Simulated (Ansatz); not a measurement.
Basis-set extrapolation for C$_{8}$H$_{14}$O$_{2}$, SMILES `CC(=O)C(C(C)=O)C(C)C` (PBE0-D4/def2-TZVP geometry, frozen core, the Gaussian-basis code of Ansatz). Multiplicity 1, RHF reference.

```
                      def2-TZVPP   def2-QZVPP
                 HF  -461.003083  -461.023896
    MP2 correlation    -1.817339    -1.938670
CCSD(T) correlation    -1.965314      not run
```

Energies in hartree. Use E(X) = E(∞) + A·exp(−7.88·√X) for Hartree–Fock and E(X) = E(∞) + B·X^(−2.97) for correlation, with X = 3 and 4, and add CCSD(T) minus MP2 of the smaller set to the MP2 limit.

Question: What is the CCSD(T) energy at the basis-set limit?

Answer: HF limit: -461.023896 + (-0.020813) × 0.13774 = -461.02676. MP2 limit: -1.938670 + (-0.121331) × 0.74074 = -2.02854. Higher-order term: -1.965314 − (-1.817339) = -0.14797. Total: -463.20327 hartree, 147.4 kcal/mol below CCSD(T)/def2-TZVPP.
